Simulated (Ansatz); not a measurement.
Species: H₉GaSi₃, SMILES `[SiH3][Ga]([SiH3])[SiH3]` (charge 0, multiplicity 1).

Problem. Give a relaxed geometry from r2SCAN-D4/def2-TZVP run with Ansatz (an electronic-structure program).

Solution. the end point of this relaxation (outside a Z-matrix the atoms follow the SMILES, hydrogens last).
Cartesian coordinates (Å) in one orientation:
```xyz
13

Si     1.971    -1.392    -0.104
Ga     0.004    -0.005     0.030
Si    -2.180    -0.981    -0.278
Si     0.213     2.368     0.412
H      2.232    -1.916     1.269
H      3.187    -0.652    -0.537
H      1.797    -2.566    -1.002
H     -2.537    -0.835    -1.719
H     -3.239    -0.298     0.515
H     -2.222    -2.433     0.045
H      1.480     2.741     1.098
H     -0.921     2.932     1.193
H      0.214     3.038    -0.921
```
